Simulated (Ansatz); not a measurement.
Ansatz (a quantum-chemistry and plane-wave program) input (B3LYP-D3(BJ)/def2-TZVP):

Ansatz 0.2 input:
```yaml
crystal:
  periodic: [false, false, false]
  atoms:
    - {symbol: C, position_ang: [-0.12349953, -1.81565076, 0.05312441]}
    - {symbol: C, position_ang: [0.95093888, -1.26782415, -0.92485964]}
    - {symbol: C, position_ang: [1.72767343, -0.13896395, -0.33932303]}
    - {symbol: C, position_ang: [1.19915119, 1.22918436, -0.29167495]}
    - {symbol: S, position_ang: [-0.27498717, 1.36853235, 0.85136830]}
    - {symbol: C, position_ang: [-1.46709375, 0.42417833, -0.15075173]}
    - {symbol: C, position_ang: [-1.47911204, -1.09788853, 0.02708825]}
    - {symbol: H, position_ang: [0.28869368, -1.77433380, 1.06279249]}
    - {symbol: H, position_ang: [-0.29852023, -2.87201446, -0.16624616]}
    - {symbol: H, position_ang: [0.47284614, -0.96802686, -1.86386115]}
    - {symbol: H, position_ang: [1.63675199, -2.08274942, -1.16823269]}
    - {symbol: H, position_ang: [2.50737260, -0.39619622, 0.36943924]}
    - {symbol: H, position_ang: [1.92237123, 1.94238032, 0.10036691]}
    - {symbol: H, position_ang: [0.84744984, 1.58449557, -1.26300582]}
    - {symbol: H, position_ang: [-2.44957629, 0.82488391, 0.10147521]}
    - {symbol: H, position_ang: [-1.28016389, 0.69130871, -1.19251854]}
    - {symbol: H, position_ang: [-2.08364176, -1.50190621, -0.79255788]}
    - {symbol: H, position_ang: [-2.01213774, -1.34257109, 0.94883555]}
basis:
  gaussian:
    orbitals: def2-TZVP
hamiltonian:
  xc: b3lyp
  dispersion: d3bj
magnetization: {spin_polarized: true, initial_magnetization: 1}
phonons: {temperatures: {t_min: 298.15, t_max: 298.15, t_step: 100}}
```

Output:

```
Functional definition: B3LYP
integrals: 0.31 GiB planned
1835 factors; their error is unknown
0.41 GiB of the device are held for the grids
2.07 GiB of device memory are held for the factors and their scratch space
mean field: 2.51 GiB planned
mean field evaluation 1: about -17215.1194 eV, gradient 6.7e1 eV
mean field evaluation 2: about -17145.0287 eV, gradient 1.3e2 eV
mean field evaluation 4: about -17237.2003 eV, gradient 1.7e1 eV
mean field evaluation 8: about -17238.8083 eV, gradient 2.8e-1 eV
mean field evaluation 16: about -17238.7865 eV, gradient 1.2e-3 eV
mean field -17238.78646886 eV, -633.5137178613 hartree, gradient 6.8e-5 eV, S^2 0.755452; 0 other end points of the search recorded, 0 dependent functions left out
the calculation of the forces begins
reference -17238.78678541 eV, -633.5137294946 hartree; 32, 31 occupied and 257, 258 virtual orbitals, 1835 factors
these checks for a lower state are left out or cut short: stability, starts, cluster_reference, orbital_swaps, neighbouring_geometries, increment
integrals: 0.31 GiB planned
1835 factors; their error is unknown
0.41 GiB of the device are held for the grids
2.07 GiB of device memory are held for the factors and their scratch space
mean field: 2.51 GiB planned
mean field -17238.78632878 eV, -633.5137127137 hartree, gradient 9.3e-6 eV, S^2 0.755451; 0 other end points of the search recorded, 0 dependent functions left out
the calculation of the forces begins
reference -17238.78664534 eV, -633.5137243471 hartree; 32, 31 occupied and 257, 258 virtual orbitals, 1835 factors
these checks for a lower state are left out or cut short: stability, starts, cluster_reference, orbital_swaps, neighbouring_geometries, increment
integrals: 0.31 GiB planned
1835 factors; their error is unknown
0.41 GiB of the device are held for the grids
2.07 GiB of device memory are held for the factors and their scratch space
mean field: 2.51 GiB planned
mean field evaluation 32: about -17238.7855 eV, gradient 5.2e-1 eV
mean field -17238.78633837 eV, -633.5137130662 hartree, gradient 9.4e-6 eV, S^2 0.755454; 0 other end points of the search recorded, 0 dependent functions left out
the calculation of the forces begins
reference -17238.78665493 eV, -633.5137246995 hartree; 32, 31 occupied and 257, 258 virtual orbitals, 1835 factors
these checks for a lower state are left out or cut short: stability, starts, cluster_reference, orbital_swaps, neighbouring_geometries, increment
integrals: 0.31 GiB planned
1835 factors; their error is unknown
0.41 GiB of the device are held for the grids
2.07 GiB of device memory are held for the factors and their scratch space
mean field: 2.51 GiB planned
mean field -17238.78620982 eV, -633.5137083420 hartree, gradient 9.4e-6 eV, S^2 0.755451; 0 other end points of the search recorded, 0 dependent functions left out
the calculation of the forces begins
reference -17238.78652644 eV, -633.5137199774 hartree; 32, 31 occupied and 257, 258 virtual orbitals, 1835 factors
these checks for a lower state are left out or cut short: stability, starts, cluster_reference, orbital_swaps, neighbouring_geometries, increment
integrals: 0.31 GiB planned
1835 factors; their error is unknown
0.41 GiB of the device are held for the grids
2.07 GiB of device memory are held for the factors and their scratch space
mean field: 2.51 GiB planned
mean field -17238.78640161 eV, -633.5137153901 hartree, gradient 9.3e-6 eV, S^2 0.755454; 0 other end points of the search recorded, 0 dependent functions left out
[...]
these checks for a lower state are left out or cut short: stability, starts, cluster_reference, orbital_swaps, neighbouring_geometries, increment
integrals: 0.31 GiB planned
1835 factors; their error is unknown
0.41 GiB of the device are held for the grids
2.07 GiB of device memory are held for the factors and their scratch space
mean field: 2.51 GiB planned
mean field -17238.78641485 eV, -633.5137158766 hartree, gradient 9.4e-6 eV, S^2 0.755452; 0 other end points of the search recorded, 0 dependent functions left out
the calculation of the forces begins
reference -17238.78673138 eV, -633.5137275091 hartree; 32, 31 occupied and 257, 258 virtual orbitals, 1835 factors
these checks for a lower state are left out or cut short: stability, starts, cluster_reference, orbital_swaps, neighbouring_geometries, increment
integrals: 0.31 GiB planned
1835 factors; their error is unknown
0.41 GiB of the device are held for the grids
2.07 GiB of device memory are held for the factors and their scratch space
mean field: 2.51 GiB planned
mean field -17238.78646624 eV, -633.5137177651 hartree, gradient 9.3e-6 eV, S^2 0.755452; 0 other end points of the search recorded, 0 dependent functions left out
the calculation of the forces begins
reference -17238.78678282 eV, -633.5137293993 hartree; 32, 31 occupied and 257, 258 virtual orbitals, 1835 factors
these checks for a lower state are left out or cut short: stability, starts, cluster_reference, orbital_swaps, neighbouring_geometries, increment
integrals: 0.31 GiB planned
1835 factors; their error is unknown
0.41 GiB of the device are held for the grids
2.07 GiB of device memory are held for the factors and their scratch space
mean field: 2.51 GiB planned
mean field -17238.78639579 eV, -633.5137151762 hartree, gradient 9.3e-6 eV, S^2 0.755452; 0 other end points of the search recorded, 0 dependent functions left out
the calculation of the forces begins
reference -17238.78671232 eV, -633.5137268085 hartree; 32, 31 occupied and 257, 258 virtual orbitals, 1835 factors
these checks for a lower state are left out or cut short: stability, starts, cluster_reference, orbital_swaps, neighbouring_geometries, increment
integrals: 0.31 GiB planned
1835 factors; their error is unknown
0.41 GiB of the device are held for the grids
2.07 GiB of device memory are held for the factors and their scratch space
mean field: 2.51 GiB planned
mean field evaluation 736: about -17238.7864 eV, gradient 9.4e-6 eV
mean field -17238.78641780 eV, -633.5137159851 hartree, gradient 9.4e-6 eV, S^2 0.755452; 0 other end points of the search recorded, 0 dependent functions left out
the calculation of the forces begins
reference -17238.78673439 eV, -633.5137276193 hartree; 32, 31 occupied and 257, 258 virtual orbitals, 1835 factors
these checks for a lower state are left out or cut short: stability, starts, cluster_reference, orbital_swaps, neighbouring_geometries, increment
integrals: 0.31 GiB planned
1835 factors; their error is unknown
0.41 GiB of the device are held for the grids
2.07 GiB of device memory are held for the factors and their scratch space
mean field: 2.51 GiB planned
mean field -17238.78639298 eV, -633.5137150731 hartree, gradient 9.3e-6 eV, S^2 0.755452; 0 other end points of the search recorded, 0 dependent functions left out
the calculation of the forces begins
reference -17238.78670951 eV, -633.5137267054 hartree; 32, 31 occupied and 257, 258 virtual orbitals, 1835 factors
these checks for a lower state are left out or cut short: stability, starts, cluster_reference, orbital_swaps, neighbouring_geometries, increment
integrals: 0.31 GiB planned
1835 factors; their error is unknown
0.41 GiB of the device are held for the grids
2.07 GiB of device memory are held for the factors and their scratch space
mean field: 2.51 GiB planned
mean field -17238.78647342 eV, -633.5137180289 hartree, gradient 9.4e-6 eV, S^2 0.755452; 0 other end points of the search recorded, 0 dependent functions left out
the calculation of the forces begins
reference -17238.78679000 eV, -633.5137296632 hartree; 32, 31 occupied and 257, 258 virtual orbitals, 1835 factors
these checks for a lower state are left out or cut short: stability, starts, cluster_reference, orbital_swaps, neighbouring_geometries, increment
integrals: 0.31 GiB planned
1835 factors; their error is unknown
0.41 GiB of the device are held for the grids
2.07 GiB of device memory are held for the factors and their scratch space
mean field: 2.51 GiB planned
mean field -17238.78641934 eV, -633.5137160416 hartree, gradient 9.3e-6 eV, S^2 0.755452; 0 other end points of the search recorded, 0 dependent functions left out
the calculation of the forces begins
reference -17238.78673588 eV, -633.5137276744 hartree; 32, 31 occupied and 257, 258 virtual orbitals, 1835 factors
these checks for a lower state are left out or cut short: stability, starts, cluster_reference, orbital_swaps, neighbouring_geometries, increment
integrals: 0.31 GiB planned
1835 factors; their error is unknown
0.41 GiB of the device are held for the grids
2.07 GiB of device memory are held for the factors and their scratch space
mean field: 2.51 GiB planned
mean field -17238.78647707 eV, -633.5137181632 hartree, gradient 9.4e-6 eV, S^2 0.755452; 0 other end points of the search recorded, 0 dependent functions left out
the calculation of the forces begins
reference -17238.78679364 eV, -633.5137297970 hartree; 32, 31 occupied and 257, 258 virtual orbitals, 1835 factors
these checks for a lower state are left out or cut short: stability, starts, cluster_reference, orbital_swaps, neighbouring_geometries, increment
integrals: 0.31 GiB planned
1835 factors; their error is unknown
0.41 GiB of the device are held for the grids
2.07 GiB of device memory are held for the factors and their scratch space
mean field: 2.51 GiB planned
mean field evaluation 768: about -17238.7864 eV, gradient 6.4e-4 eV
mean field -17238.78641035 eV, -633.5137157114 hartree, gradient 9.4e-6 eV, S^2 0.755452; 0 other end points of the search recorded, 0 dependent functions left out
the calculation of the forces begins
reference -17238.78672696 eV, -633.5137273463 hartree; 32, 31 occupied and 257, 258 virtual orbitals, 1835 factors
these checks for a lower state are left out or cut short: stability, starts, cluster_reference, orbital_swaps, neighbouring_geometries, increment
integrals: 0.31 GiB planned
1835 factors; their error is unknown
0.41 GiB of the device are held for the grids
2.07 GiB of device memory are held for the factors and their scratch space
mean field: 2.51 GiB planned
mean field -17238.78637462 eV, -633.5137143983 hartree, gradient 9.4e-6 eV, S^2 0.755452; 0 other end points of the search recorded, 0 dependent functions left out
the calculation of the forces begins
reference -17238.78669114 eV, -633.5137260299 hartree; 32, 31 occupied and 257, 258 virtual orbitals, 1835 factors
Total energy: -17239.66802003 eV, -633.5461142694 hartree
Atom 0 at    -0.123500    -1.815651     0.053124 Å, force    -0.000139    -0.000151    -0.000068 eV/Å
Atom 1 at     0.950939    -1.267824    -0.924860 Å, force     0.000714     0.000512     0.001708 eV/Å
Atom 2 at     1.727673    -0.138964    -0.339323 Å, force     0.001167    -0.000245    -0.000575 eV/Å
Atom 3 at     1.199151     1.229184    -0.291675 Å, force    -0.000143    -0.000871     0.000888 eV/Å
Atom 4 at    -0.274987     1.368532     0.851368 Å, force    -0.001232     0.000605     0.000143 eV/Å
Atom 5 at    -1.467094     0.424178    -0.150752 Å, force     0.000658    -0.000169     0.000441 eV/Å
Atom 6 at    -1.479112    -1.097889     0.027088 Å, force    -0.000327    -0.000729    -0.000023 eV/Å
Atom 7 at     0.288694    -1.774334     1.062792 Å, force    -0.000068     0.000482    -0.000027 eV/Å
Atom 8 at    -0.298520    -2.872014    -0.166246 Å, force    -0.000270     0.000524    -0.000249 eV/Å
Atom 9 at     0.472846    -0.968027    -1.863861 Å, force    -0.000119    -0.000925    -0.000411 eV/Å
Atom 10 at     1.636752    -2.082749    -1.168233 Å, force     0.000198     0.000144    -0.000426 eV/Å
Atom 11 at     2.507373    -0.396196     0.369439 Å, force    -0.000150     0.000049    -0.000444 eV/Å
Atom 12 at     1.922371     1.942380     0.100367 Å, force     0.000095    -0.000344    -0.000509 eV/Å
Atom 13 at     0.847450     1.584496    -1.263006 Å, force     0.000558     0.000740    -0.000493 eV/Å
Atom 14 at    -2.449576     0.824884     0.101475 Å, force    -0.000053    -0.000054     0.000316 eV/Å
Atom 15 at    -1.280164     0.691309    -1.192519 Å, force    -0.000438     0.000856    -0.000118 eV/Å
Atom 16 at    -2.083642    -1.501906    -0.792558 Å, force    -0.000145    -0.000191     0.000405 eV/Å
Atom 17 at    -2.012138    -1.342571     0.948836 Å, force    -0.000306    -0.000234    -0.000557 eV/Å
Dipole moment:    -0.037724    -0.220753    -0.239444 e Å
Vibrations: 117.39 179.08 249.23 271.84 299.32 348.41 424.73 498.96 565.37 646.99 673.69 750.49 785.56 853.52 886.93 925.34 976.92 1002.85 1047.23 1095.12 1153.59 1161.59 1199.00 1209.64 1224.07 1275.77 1283.34 1330.50 1337.54 1382.88 1384.12 1410.41 1462.60 1468.60 1483.78 1493.39 1496.77 3007.21 3009.57 3031.17 3033.89 3043.00 3053.37 3057.87 3075.12 3091.08 3109.56 3153.55 cm⁻¹, zero-point energy 4.278815 eV
```

It need not be the lowest isomer of its formula.
